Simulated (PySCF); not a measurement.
Compound: C6H6OS.
Atom-mapped SMILES: `[CH3:1][C:2](=[S:3])[c:4]1[cH:5][cH:6][cH:7][o:8]1` (hydrogens: H9, H10, H11 on C1; H12 on C5; H13 on C6; H14 on C7)

The same species was optimised twice, with GFN2-xTB and with PBE0-D3(BJ)/def2-SVP (PySCF), and the same property calculations (PySCF, gas phase) were run on both structures.

```tsv
coordinate	GFN2-xTB	PBE0-D3(BJ)/def2-SVP	change
C2–C4 (Å)	1.427	1.443	+0.016
C5–C6 (Å)	1.404	1.416	+0.012
C1–C2 (Å)	1.491	1.499	+0.008
C4–O8 (Å)	1.359	1.364	+0.005
C4–C5 (Å)	1.383	1.379	-0.004
C7–O8 (Å)	1.334	1.337	+0.003
C6–C7 (Å)	1.368	1.370	+0.002
C2=S3 (Å)	1.639	1.640	+0.001
C2–C4–C5 (°)	130.8	133.0	+2.2
C2–C4–O8 (°)	119.9	117.9	-2.0
C1–C2–C4 (°)	117.6	116.2	-1.4
C1–C2–S3 (°)	121.8	122.6	+0.8
S3–C2–C4 (°)	120.6	121.2	+0.6
C4–O8–C7 (°)	107.3	107.8	+0.5
C6–C7–O8 (°)	111.1	110.8	-0.3
C5–C4–O8 (°)	109.2	109.0	-0.2
C1–C2–C4–C5 (°)	180	179	-1
```

Rotational constants: A = 3800, B = 1263, C = 953.7 MHz (GFN2-xTB) against A = 3805, B = 1244, C = 943.0 MHz (PBE0-D3(BJ)/def2-SVP). Point groups within 0.08 Å: Cs and Cs.

On the GFN2-xTB structure: lowest singlet, TDDFT (eV) 2.29 [CAM-B3LYP/def2-SVPD]; lowest triplet, Tamm–Dancoff (eV) 1.90 [CAM-B3LYP/def2-SVPD]; isotropic polarisability (au) 101.7 [CAM-B3LYP/def2-SVPD]; HOMO (eV) -7.64 [CAM-B3LYP/def2-SVPD]; LUMO (eV) -1.51 [CAM-B3LYP/def2-SVPD]; dipole (D) 3.60 [CAM-B3LYP/def2-SVPD]; HOMO (eV) -6.28 [PBE0/pcSseg-1]; LUMO (eV) -2.46 [PBE0/pcSseg-1]; dipole (D) 3.63 [PBE0/pcSseg-1]; GIAO shielding of C1 (ppm) 148.8 [PBE0/pcSseg-1]; GIAO shielding of C2 (ppm) -45.7 [PBE0/pcSseg-1]; GIAO shielding of S3 (ppm) -356.8 [PBE0/pcSseg-1]; GIAO shielding of C4 (ppm) 21.1 [PBE0/pcSseg-1]; GIAO shielding of C5 (ppm) 58.2 [PBE0/pcSseg-1]; GIAO shielding of C6 (ppm) 65.5 [PBE0/pcSseg-1]; GIAO shielding of C7 (ppm) 36.0 [PBE0/pcSseg-1]; GIAO shielding of O8 (ppm) 39.6 [PBE0/pcSseg-1].

**Question.** What do these properties become on the PBE0-D3(BJ)/def2-SVP structure?

**Answer.** 
| property | level | on GFN2-xTB | on PBE0-D3(BJ)/def2-SVP | change |
| --- | --- | --- | --- | --- |
| lowest singlet, TDDFT (eV) | CAM-B3LYP/def2-SVPD | 2.29 | 2.31 | +0.02 |
| lowest triplet, Tamm–Dancoff (eV) | CAM-B3LYP/def2-SVPD | 1.90 | 1.91 | +0.01 |
| isotropic polarisability (au) | CAM-B3LYP/def2-SVPD | 101.7 | 102.4 | +0.7 |
| HOMO (eV) | CAM-B3LYP/def2-SVPD | -7.64 | -7.69 | -0.05 |
| LUMO (eV) | CAM-B3LYP/def2-SVPD | -1.51 | -1.51 | 0.00 |
| dipole (D) | CAM-B3LYP/def2-SVPD | 3.60 | 3.57 | -0.03 |
| energy, GFN2-xTB geometry as zero (kcal/mol) | CAM-B3LYP/def2-SVPD | 0.0 | -1.1 | -1.1 |
| HOMO (eV) | PBE0/pcSseg-1 | -6.28 | -6.33 | -0.05 |
| LUMO (eV) | PBE0/pcSseg-1 | -2.46 | -2.47 | -0.01 |
| dipole (D) | PBE0/pcSseg-1 | 3.63 | 3.61 | -0.02 |
| energy, GFN2-xTB geometry as zero (kcal/mol) | PBE0/pcSseg-1 | 0.0 | -0.6 | -0.6 |
| GIAO shielding of C1 (ppm) | PBE0/pcSseg-1 | 148.8 | 146.2 | -2.6 |
| GIAO shielding of C2 (ppm) | PBE0/pcSseg-1 | -45.7 | -47.8 | -2.1 |
| GIAO shielding of S3 (ppm) | PBE0/pcSseg-1 | -356.8 | -361.2 | -4.4 |
| GIAO shielding of C4 (ppm) | PBE0/pcSseg-1 | 21.1 | 20.1 | -1.0 |
| GIAO shielding of C5 (ppm) | PBE0/pcSseg-1 | 58.2 | 60.3 | +2.1 |
| GIAO shielding of C6 (ppm) | PBE0/pcSseg-1 | 65.5 | 64.9 | -0.6 |
| GIAO shielding of C7 (ppm) | PBE0/pcSseg-1 | 36.0 | 35.5 | -0.5 |
| GIAO shielding of O8 (ppm) | PBE0/pcSseg-1 | 39.6 | 33.4 | -6.2 |

The heavy atoms differ by 0.033 Å rms after alignment. Among bonds between heavy atoms C2–C4 changes most (+0.016 Å). Changes are differences of the printed values. Neither structure is proved a minimum here.

The values belong to the conformer `[CH3:1][C:2](=[S:3])[c:4]1[cH:5][cH:6][cH:7][o:8]1`: C1–C2–C4–C5 179°.
